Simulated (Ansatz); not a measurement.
Stretching the Al1–H2 bond in CH6AlN (SMILES C[NH][AlH2]) (multiplicity 1 held, fragments rigid). Energies count from the point at 1.578 Å.
Geometry at that point (charge 0, multiplicity 1):
| atom | x (Å) | y (Å) | z (Å) |
|---|---|---|---|
| Al | -0.0955 | 0.2123 | 1.2106 |
| H | -1.2798 | 0.7332 | 2.1134 |
| H | 1.3395 | -0.1761 | 1.7395 |
| N | -0.4010 | 0.0518 | -0.5267 |
| C | 0.5036 | -0.3997 | -1.5747 |
| H | -1.3106 | 0.2930 | -0.8951 |
| H | 0.6741 | 0.3709 | -2.3341 |
| H | 0.1315 | -1.2948 | -2.0848 |
| H | 1.4730 | -0.6506 | -1.1409 |

Signs of static correlation in cc-pV(D+d)Z, with CASSCF(2,2), from Ansatz (an electronic-structure program) runs.

| R (Å) | T1 of restricted CCSD | ⟨S²⟩ of UHF | largest double amplitude of restricted CCSD | weight of the CASSCF reference in MRCISD | CASSCF natural occupations |
|---|---|---|---|---|---|
| 1.262 | 0.014 | 0.000 | 0.036 | 0.886 | 1.99 0.01 |
| 1.420 | 0.014 | 0.000 | 0.035 | 0.886 | 1.98 0.02 |
| 1.578 | 0.014 | 0.000 | 0.042 | 0.886 | 1.98 0.02 |
| 1.735 | 0.014 | 0.000 | 0.054 | 0.886 | 1.97 0.03 |
| 1.893 | 0.015 | 0.000 | 0.066 | 0.887 | 1.96 0.04 |
| 2.130 | 0.015 | 0.000 | 0.111 | 0.887 | 1.94 0.06 |
| 2.366 | 0.017 | 0.102 | ___ | 0.887 | 1.90 0.10 |
| 2.761 | 0.024 | 0.647 | 0.262 | 0.888 | 1.80 0.20 |
| 3.155 | 0.035 | 0.864 | 0.390 | 0.888 | 1.64 0.36 |
| 3.629 | 0.053 | 0.959 | 0.570 | 0.888 | 1.43 0.57 |
| 4.260 | 0.073 | 0.995 | ___ | 0.888 | 1.21 0.79 |
| 5.048 | 0.085 | 1.004 | 0.959 | 0.888 | 1.08 0.92 |

Task: Fill in the missing entries.

Result: 
- 2.366, largest double amplitude of restricted CCSD: 0.161
- 4.260, largest double amplitude of restricted CCSD: 0.793

Doubts at one or more of the structures used: a restricted determinant that unrestricted orbitals would lower (R-CCSD(T)/cc-pV(D+d)Z); other coupled-cluster roots lie near (R-CCSD(T)/cc-pV(D+d)Z); T1 above 0.05 (R-CCSD(T)/cc-pV(D+d)Z, U-CCSD(T)/cc-pV(D+d)Z); a spin-contaminated determinant (U-CCSD(T)/cc-pV(D+d)Z).
